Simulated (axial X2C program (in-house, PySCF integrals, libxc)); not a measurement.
## Spin–orbit effects along a row: molecules with Na (ions), MP2

All values come from calculations with an in-house relativistic program for diatomic molecules, spin-free (one-electron X2C) or two-component (2c: spin–orbit coupling with atomic mean-field Coulomb and Gaunt terms, which also bring small scalar terms), in Dyall basis sets with cores contracted in-house; open shells are unrestricted.

Basis sets: Ag dyall-cv3z, Cd dyall-cv3z, In dyall-cv3z, Mo dyall-cv3z, Na dyall-cv3z, Pd dyall-cv3z, Rb dyall-cv3z, Sr dyall-cv3z. Frozen shells (counts by l): NaRb⁺ Rb 3s2p1d, Na 2s1p, 9 electrons correlated; NaSr⁺ Sr 4s3p1d, Na 2s1p, 2 electrons correlated; NaMo⁺ Mo 4s3p1d, Na 2s1p, 6 electrons correlated; NaPd⁺ Pd 4s3p1d, Na 2s1p, 10 electrons correlated; NaAg⁺ Ag 4s3p1d, Na 2s1p, 11 electrons correlated; NaCd⁺ Cd 4s3p1d, Na 2s1p, 12 electrons correlated; NaIn⁺ In 4s3p2d, Na 2s1p, 3 electrons correlated. Where the outer core of a metal is frozen, bonds come out longer and ionisation energies lower. Frozen cores can differ along the series, which adds to the trend.

```csv
molecule,spin-free state,Re (Å),ωe (cm⁻¹),De (eV),2c state,Re 2c (Å),ωe 2c (cm⁻¹),De 2c (eV)
NaRb⁺,"M_S = 1/2, Λ = 0",4.312,76.5,0.51,Ω = 1/2,4.312,76.6,0.51
NaSr⁺,"M_S = 0, Λ = 0",3.800,115.5,0.99,Ω = 0,3.800,115.5,0.99
NaMo⁺,"M_S = 3, Λ = 0",3.329,115.6,0.55,Ω = 3,3.330,115.6,0.55
NaPd⁺,"M_S = 0, Λ = 0",2.941,123.6,0.36,Ω = 0,2.942,123.6,0.36
NaAg⁺,"M_S = 1/2, Λ = 0",3.122,111.6,0.34,Ω = 1/2,3.123,111.5,0.34
NaCd⁺,"M_S = 0, Λ = 0",3.176,110.2,0.33,Ω = 0,3.176,110.1,0.33
NaIn⁺,"M_S = 1/2, Λ = 0",3.570,101.4,0.92,Ω = 1/2,3.563,101.2,n/a
```

(1) Work out the shifts from the spin-free to the two-component result.

Fragments in 2c: Rb+ + Na, Sr + Na+, Mo + Na+, Pd + Na+, Ag + Na+, Cd + Na+, In + Na+. Each entry is the lowest single determinant of a limited PBE0 search at one distance. De goes to single-determinant-based atoms at the same level (for ions the charge split of lowest energy) and is withheld (n/a) where an atom does not fit its ground term or J level. Main or longest-lived isotopes. One determinant is a doubtful description, or other states lie close, for NaMo⁺; these need not be ground states, and all values refer to the states named. Some open-shell Ω = 0 determinants are out of reach, so the Ω given for NaMo⁺ need not be the lowest component. With several unpaired electrons the Ω given is that of one determinant, not necessarily of the lowest component.

Results:

(1) 

```csv
molecule,2c state,ΔRe (Å),Δωe (cm⁻¹),ΔDe (eV)
NaRb⁺,Ω = 1/2,0.000,0.1,0.00
NaSr⁺,Ω = 0,0.000,0.0,0.00
NaMo⁺,Ω = 3,0.001,0.0,0.00
NaPd⁺,Ω = 0,0.001,0.0,0.00
NaAg⁺,Ω = 1/2,0.001,-0.1,0.00
NaCd⁺,Ω = 0,0.000,-0.1,0.00
NaIn⁺,Ω = 1/2,-0.007,-0.2,n/a
```

Shifts of one unit in the last digit are rounding.
